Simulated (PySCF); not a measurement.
**The third ionisation energy along the 4d series**

All values are computed (PySCF 2.14, energy differences of UHF-based or UKS calculations, no spin-orbit coupling). Values in eV. The last column holds reference values (NIST; (s) semi-empirical, (t) theoretical, else measured). Unmarked ones compare directly (S terms, centres of terms, or small fine structure); those marked * lie between the lowest fine-structure levels and include a spin-orbit shift.

| element | configurations | UHF | LDA | PBE | PBE0 | SCS-MP2 (valence) | SCS-MP2 (valence and next inner shell) | reference |
| --- | --- | --- | --- | --- | --- | --- | --- | --- |
| Zr (x2c-QZVPPall, spin-free X2C) | [Kr] 4d2 → [Kr] 4d1 | 22.377 | 23.460 | 23.446 | 23.383 | 22.413 | 22.835 | 23.170 (s) * |
| Nb (x2c-QZVPPall, spin-free X2C) | [Kr] 4d3 → [Kr] 4d2 | 24.208 | 25.628 | 25.502 | 25.404 | 24.318 | 24.824 | 25.04 (s) * |
| Mo (x2c-QZVPPall, spin-free X2C) | [Kr] 4d4 → [Kr] 4d3 | 26.051 | 27.677 | 27.435 | 27.328 | 26.235 | 26.779 | 27.13 ± 0.12 (s) * |
| Tc (x2c-QZVPPall, spin-free X2C) | [Kr] 4d5 → [Kr] 4d4 | 28.775 | 30.185 | 29.977 | 29.917 | 28.997 | 29.443 | 29.55 (s) * |
| Ru (x2c-QZVPPall, spin-free X2C) | [Kr] 4d6 → [Kr] 4d5 | 26.534 | 28.942 | 28.666 | 28.441 | 28.086 | 27.996 | 28.47 (s) * |
| Rh (x2c-QZVPPall, spin-free X2C) | [Kr] 4d7 → [Kr] 4d6 | 29.339 | 31.510 | 31.245 | 31.070 | 30.891 | 30.735 | 31.06 (s) * |
| Pd (x2c-QZVPPall, spin-free X2C) | [Kr] 4d8 → [Kr] 4d7 | 31.119 | 33.601 | 33.224 | 33.020 | 32.816 | 32.740 | 32.93 (s) * |
| Ag (x2c-QZVPPall, spin-free X2C) | [Kr] 4d9 → [Kr] 4d8 | 32.948 | 35.609 | 35.105 | 34.901 | 34.763 | 34.733 | 34.8 ± 0.3 (s) * |
| Cd (x2c-QZVPPall, spin-free X2C) | [Kr] 4d10 → [Kr] 4d9 | 35.886 | 38.200 | 37.758 | 37.621 | 37.689 | 37.588 | 37.468 ± 0.006 * |

"Valence" correlates the outer s and p shells and, in groups 3 to 12 and the f block, the outer d or f shell, open or full, or the next shell where the ion has no valence electron left; the wider scheme adds the next inner shell.
